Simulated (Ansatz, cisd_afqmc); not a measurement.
System: GaH₂F, charge 0, singlet. GaH2F (SMILES [F][GaH2]).
B3LYP-D3(BJ)/def2-TZVP minimum from Ansatz (a quantum-chemistry and plane-wave program):
```
Ga
F 1 1.7702
H 1 1.5562 2 113.61
H 1 1.5562 3 132.78 2 -180.00
```
Charge 0, spin multiplicity 1.

Total energies in cc-pVDZ, 12 correlated electrons, 15 frozen orbitals. UHF or UKS for unpaired electrons; spin-orbit terms are left out. Cores are frozen in correlated methods (noble-gas shells, and filled d and f shells in the p block). No relativity. The Monte Carlo rows (phaseless AFQMC, CISD trial, step 0.005/hartree) carry one-sigma bars that omit the constraint's bias. Outlying blocks are dropped, and bars are widened where a walk drifts. Over all cases where full CI ran beside it in this data, AFQMC minus full CI had a median of +0.1 mEh and passed +0.4 mEh in a tenth of the cases.

```json
[
 {"method": "HF", "program": "Ansatz", "energy (Eh)": "-2023.84707", "minus CCSDTQ (mEh)": "281.18"},
 {"method": "MP2", "program": "Ansatz", "energy (Eh)": "-2024.10699", "minus CCSDTQ (mEh)": "21.26"},
 {"method": "CCSD", "program": "Ansatz", "energy (Eh)": "-2024.12308", "minus CCSDTQ (mEh)": "5.16"},
 {"method": "CCSD(T)", "program": "Ansatz", "energy (Eh)": "-2024.12728", "minus CCSDTQ (mEh)": "0.96"},
 {"method": "CCSDT(Q)", "program": "Ansatz", "energy (Eh)": "-2024.12831", "minus CCSDTQ (mEh)": "-0.06"},
 {"method": "CCSDTQ", "program": "Ansatz", "energy (Eh)": "-2024.12824", "minus CCSDTQ (mEh)": "0.00"},
 {"method": "AFQMC/CISD", "program": "cisd_afqmc", "energy (Eh)": "-2024.1282 ± 0.0003", "minus CCSDTQ (mEh)": "0.1 ± 0.3"}
]
```

Rough core times of Ansatz's runs on a shared machine: CCSD(T) under 20 s, CCSDT(Q) under 20 s, CCSDTQ 8 min.
